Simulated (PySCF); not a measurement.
A structure optimised at B3LYP-D3(BJ)/def2-SVP, used in a PySCF frequency run:

```xyz
11

C     -1.4445    -2.1809     1.5369
C     -0.7573    -1.5014     0.6056
C     -0.1828    -0.1769     0.8371
C      0.4992     0.5158    -0.0558
C      1.2118     1.1803    -0.9283
F      0.6843     2.0550    -1.8065
H     -1.6116    -1.7660     2.5359
H     -1.8615    -3.1693     1.3311
H     -0.6018    -1.9331    -0.3885
H     -0.3421     0.2581     1.8345
H      2.2996     1.0931    -1.0271
```

**Question.** Write its SMILES and formula.

**Answer.** C=CC=C=CF, C5H5F

**Question.** What are its rotational constants (standard atomic weights)?

**Answer.** 19.649, 1.3114, 1.2855 GHz
